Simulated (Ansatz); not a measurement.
C4H8, charge -1, doublet, at a GFN2-xTB geometry (a state made from the parent by changing its charge; the spin is typed, not shown lowest) (a gas-phase anion, which may not be bound at this level); HF/3-21G (Ansatz, a quantum-chemistry and plane-wave program).

The Ansatz input:
Ansatz 0.2 input:
```yaml
crystal:
  periodic: [false, false, false]
  atoms:
    - {symbol: C, position_ang: [-1.11568885, -0.88231658, 0.11955690]}
    - {symbol: C, position_ang: [0.00985967, 0.11019619, 0.25860610]}
    - {symbol: C, position_ang: [1.33728237, -0.47720572, -0.14658978]}
    - {symbol: C, position_ang: [-0.26248540, 1.47190571, -0.17878920]}
    - {symbol: H, position_ang: [-0.93983878, -1.77220842, 0.74445549]}
    - {symbol: H, position_ang: [-1.27139903, -1.26615944, -0.91801524]}
    - {symbol: H, position_ang: [-2.06350917, -0.43813509, 0.43422919]}
    - {symbol: H, position_ang: [1.58804311, -1.35472598, 0.47018102]}
    - {symbol: H, position_ang: [2.13838208, 0.25581181, -0.02167482]}
    - {symbol: H, position_ang: [1.38661769, -0.82718510, -1.20640930]}
    - {symbol: H, position_ang: [0.56047677, 2.17997337, -0.00592330]}
    - {symbol: H, position_ang: [-1.21257941, 1.88715122, 0.18645279]}
basis:
  gaussian:
    orbitals: 3-21G.json
    point_charges:
      - {charge: 1.0, position_ang: [5.1928, -0.6587, -1.1797]}
hamiltonian:
  xc: hf
total_charge: -1
magnetization: {spin_polarized: true, initial_magnetization: 1}
```
The basis file holds 3-21G in the JSON format of the Basis Set Exchange.

Problem. Write the output that Ansatz gives for this input, abridged.

Solution. 
```
Functional definition: HF
678 factors; integrals over basis functions are off by at most 9.7e-4 eV
mean field evaluation 1: about -4221.3366 eV, gradient 1.6e1 eV
mean field evaluation 2: about -4221.7766 eV, gradient 1.6e1 eV
mean field evaluation 4: about -4223.5135 eV, gradient 2.1e0 eV
mean field evaluation 8: about -4223.5617 eV, gradient 3.1e-1 eV
mean field evaluation 16: about -4223.5667 eV, gradient 2.2e-5 eV
mean field -4223.56670723 eV, -155.2132136545 hartree, gradient 2.2e-5 eV, S^2 0.764026; 0 other end points of the search recorded, 0 dependent functions left out
reference -4223.56670723 eV, -155.2132136545 hartree; 17, 16 occupied and 35, 36 virtual orbitals, 678 factors
Total energy: -4223.56670723 eV, -155.2132136545 hartree
```
